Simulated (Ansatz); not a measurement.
`C=C[Se][Sn]([CH3])([CH3])[CH3]`. The species carries charge 0 and has multiplicity 1. Sn: def2 effective core potential. Geometry: relaxed with PBE0-D4/def2-TZVP. It is one conformer, not always the lowest.

```xyz
19

C     0.554   -3.548   -0.049
C     1.013   -2.317    0.129
Se    0.567   -1.239    1.638
Sn   -0.168    0.792    0.278
C     1.444    1.330   -1.028
C    -0.582    2.329    1.709
C    -1.901    0.231   -0.846
H    -0.159   -3.998    0.632
H     0.895   -4.147   -0.888
H     1.731   -1.886   -0.562
H     1.199    2.255   -1.554
H     2.355    1.480   -0.449
H     1.614    0.545   -1.764
H     0.316    2.555    2.283
H    -0.913    3.233    1.195
H    -1.368    2.002    2.391
H    -1.686   -0.678   -1.409
H    -2.179    1.026   -1.540
H    -2.733    0.037   -0.168
```

(1) What is the dipole moment at r2SCAN/def2-TZVPP? (An estimate is asked.)

(2) And with PBE, B3LYP, ωB97M-V? (Estimate.)

(3) Give the Mulliken charges with r2SCAN, ωB97M-V, B3LYP in def2-TZVPP. (Best estimate.)

Results:

(1) The calculation gave: 2.30 D, with components (-0.53, 1.48, -1.68) D in this frame, pointing from negative to positive charge.

(2) Computed: PBE 2.20 D, B3LYP 2.22 D, ωB97M-V 2.24 D.

(3) Ansatz gave: 
| atom | r2SCAN | ωB97M-V | B3LYP |
| --- | --- | --- | --- |
| C1 | -0.19 | -0.21 | -0.23 |
| C2 | -0.10 | -0.18 | -0.15 |
| Se3 | -0.25 | -0.18 | -0.23 |
| Sn4 | 0.86 | 0.81 | 0.97 |
| C5 | -0.49 | -0.62 | -0.60 |
| C6 | -0.48 | -0.61 | -0.59 |
| C7 | -0.47 | -0.60 | -0.58 |
| H8 | 0.09 | 0.11 | 0.11 |
| H9 | 0.08 | 0.11 | 0.11 |
| H10 | 0.10 | 0.13 | 0.12 |
| H11 | 0.09 | 0.14 | 0.12 |
| H12 | 0.10 | 0.15 | 0.13 |
| H13 | 0.09 | 0.13 | 0.11 |
| H14 | 0.10 | 0.15 | 0.12 |
| H15 | 0.09 | 0.14 | 0.11 |
| H16 | 0.10 | 0.14 | 0.12 |
| H17 | 0.10 | 0.14 | 0.12 |
| H18 | 0.09 | 0.14 | 0.11 |
| H19 | 0.10 | 0.14 | 0.12 |

B3LYP here is the variant with VWN-RPA as its local correlation; programs differ in this.
